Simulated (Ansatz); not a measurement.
Total energies of Br2FGa, SMILES `[F][Ga]([Br])[Br]`.

Cartesian coordinates in Å:
```
F -0.091 -1.738 0.558
Ga -0.005 -0.087 0.028
Br -0.195 1.528 1.583
Br 0.291 0.296 -2.169
```

Total charge 0; spin multiplicity 1. Correlated methods include outer-core shells of Br, Ga, which these sets cover unevenly. Scalar relativity is left out up to krypton. The geometry is a stationary point of PBE0-D4/def2-TZVP. Basis def2-TZVPP, Ansatz 0.2.0.

RPA on PBE orbitals: Hartree–Fock energy of these orbitals -7167.66160 Eh, correlation -1.48179 Eh (frozen core).

```csv
functional,kind,energy without D4 (Eh),D4 term (kJ/mol)
PBE,GGA,-7172.05451,-12.5
BLYP,GGA,-7173.32675,-25.7
r2SCAN,meta-GGA,-7173.13629,-2.6
PBE0,"global hybrid, 25 % exact exchange",-7172.27151,-10.8
B3LYP,"global hybrid, 20 %",-7173.31579,-20.7
CAM-B3LYP,range-separated hybrid,-7173.56153,-11.5
LC-ωPBE,long-range corrected hybrid,-7172.19588,–
ωB97X-V,range-separated hybrid GGA with VV10,-7172.53079,–
B2PLYP,double hybrid,-7172.03553,–
PBE-QIDH,double hybrid,-7171.30967,–
```

Give the same for LDA (SPW92), revPBE, B97M-V, r2SCANh, r2SCAN0, HSE06 (plane-wave form), BHLYP, ωB97M-V. (Estimate.)

Computed: 
```json
{"functional": "LDA (SPW92)", "kind": "LDA", "energy without D4 (Eh)": "-7162.44347", "D4 term (kJ/mol)": "–"}
{"functional": "revPBE", "kind": "GGA", "energy without D4 (Eh)": "-7172.59110", "D4 term (kJ/mol)": "-26.0"}
{"functional": "B97M-V", "kind": "meta-GGA with VV10", "energy without D4 (Eh)": "-7171.88138", "D4 term (kJ/mol)": "–"}
{"functional": "r2SCANh", "kind": "meta-GGA hybrid, 10 %", "energy without D4 (Eh)": "-7173.11873", "D4 term (kJ/mol)": "-3.0"}
{"functional": "r2SCAN0", "kind": "meta-GGA hybrid, 25 %", "energy without D4 (Eh)": "-7173.09440", "D4 term (kJ/mol)": "-3.4"}
{"functional": "HSE06 (plane-wave form)", "kind": "screened hybrid", "energy without D4 (Eh)": "-7172.27651", "D4 term (kJ/mol)": "-10.4"}
{"functional": "BHLYP", "kind": "global hybrid, 50 %", "energy without D4 (Eh)": "-7173.13770", "D4 term (kJ/mol)": "-21.0"}
{"functional": "ωB97M-V", "kind": "range-separated hybrid meta-GGA with VV10", "energy without D4 (Eh)": "-7172.80365", "D4 term (kJ/mol)": "–"}
```

B3LYP takes the VWN-RPA correlation (the form of Gaussian; ORCA's B3LYP/G). HSE06 is the plane-wave form, built on full-range PBE exchange. The double hybrids freeze the cores in their second-order part.

LC-ωPBE has ω = 0.4 bohr⁻¹.
